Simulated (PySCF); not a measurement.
A structure optimised at TPSSh-D3(BJ)/def2-SVP, used in a PySCF frequency run:

```xyz
5

F      0.9855     0.9855    -0.9855
Ge     0.0000     0.0000     0.0000
F     -0.9855     0.9855     0.9855
F     -0.9855    -0.9855    -0.9855
F      0.9855    -0.9855     0.9855
```

Task: Write its SMILES, formula and point group.

Result: [F][Ge]([F])([F])[F], F₄Ge, Td

Task: What are its rotational constants (standard atomic weights)?

Result: 3.4235, 3.4235, 3.4235 GHz
